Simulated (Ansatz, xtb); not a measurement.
# C4H4ClF3S: which of two isomers lies lower

Structure X is `FC(F)(F)CC(=S)CCl`, a singlet and structure Y is `CC(=S)[C@H](Cl)C(F)(F)F`, a singlet. Both are isolated molecules in the gas phase, relaxed with PBE-D3(BJ)/def2-SVP, each in the lowest conformer that the search found.

Quicker runs give these differences E(Y) − E(X): GFN2-xTB +1.5 kcal/mol; HF/STO-3G +3.4 kcal/mol (at GFN2-xTB geometries); r2SCAN-D4/def2-SVP +1.1 kcal/mol (at GFN2-xTB geometries).

Task: Estimate E(Y) − E(X) at the level CCSD(T)/def2-SVP + ΔMP2/def2-TZVPP.

Result: Calculated at CCSD(T)/def2-SVP + ΔMP2/def2-TZVPP: E(Y) − E(X) = +2.1 kcal/mol, so structure X lies lower.

How the difference moves with the method:

```tsv
level	geometry	E(Y) − E(X) (kcal/mol)	departure from the last row (kcal/mol)	job, with rough time for the two
GFN2-xTB	GFN2-xTB	+1.5	−0.6	optimisation, 0.31 s
HF/STO-3G	GFN2-xTB	+3.4	+1.3	single point, 0.62 s
r2SCAN-D4/def2-SVP	GFN2-xTB	+1.1	−1.1	single point, 5.1 s
PBE-D3(BJ)/def2-SVP	PBE-D3(BJ)/def2-SVP	+1.3	−0.8	optimisation, 54 s
HF/def2-SVP	PBE-D3(BJ)/def2-SVP	+3.4	+1.3	part of the CCSD(T) run
MP2/def2-SVP	PBE-D3(BJ)/def2-SVP	+0.8	−1.3	part of the CCSD(T) run
CCSD(T)/def2-SVP	PBE-D3(BJ)/def2-SVP	+1.0	−1.1	single point
CCSD(T)/def2-SVP + ΔMP2/def2-TZVPP	PBE-D3(BJ)/def2-SVP	+2.1		single point, 2.8 min
```

As drawn, both hold the same kinds of bond in the same numbers. Structure X has 0 methyl groups, Y 1.

The levels shown agree on the order. The largest departure from CCSD(T)/def2-SVP + ΔMP2/def2-TZVPP is that of HF/STO-3G, 1.3 kcal/mol. A small imaginary or near-zero mode remains, so no thermal terms are given. The last row adds to CCSD(T) the change of the MP2 difference between the two basis sets, here +1.1 kcal/mol.

The correlated steps freeze 17 core orbitals. Run with Ansatz 0.2.0, xtb 6.7.1; the last row on 4 threads of Arm Neoverse V1 on a shared host.
